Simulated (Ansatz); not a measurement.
Species: C₂H₁₀N₂Si, net charge 0, singlet state. 
Geometry from a B3LYP-D3(BJ)/def2-TZVP (Ansatz, a first-principles code) optimisation:
```
Si
N 1 1.7232
H 2 1.0068 1 121.33
H 2 1.0076 3 111.68 1 153.04
N 1 1.7232 2 105.71 3 -155.67
H 5 1.0068 1 121.33 2 -155.67
H 5 1.0076 6 111.68 1 153.04
C 1 1.8762 2 116.01 3 88.02
H 8 1.0921 1 111.16 2 56.78
H 8 1.0924 9 107.87 1 121.52
H 8 1.0936 9 107.89 10 115.76
C 1 1.8762 2 105.35 3 -32.33
H 12 1.0921 1 111.16 2 -59.73
H 12 1.0924 13 107.87 1 121.52
H 12 1.0936 13 107.89 14 115.76
```

Basis-set convergence of Hartree-Fock and CCSD(T) correlation energies (hartree) with Ansatz. Valence correlation only, unless marked. Spin-orbit coupling is left out. Non-relativistic.

| basis | functions | E(HF) | E(corr, CCSD(T)) |
|---|---|---|---|
| cc-pV(D+d)Z | 129 | -479.49024 | -0.82007 |
| cc-pV(T+d)Z | 299 | -479.57635 | -1.00318 |
| cc-pV(Q+d)Z | 584 | -479.59447 | -1.05941 |

Extrapolating the two largest sets (X = 3 and 4) as X^-3: E(corr) = (64·(-1.05941) - 27·(-1.00318))/37 = -1.1004 Eh, an estimate of the basis-set limit. The largest set recovers 96.3 % of it, the smallest 74.5 %.
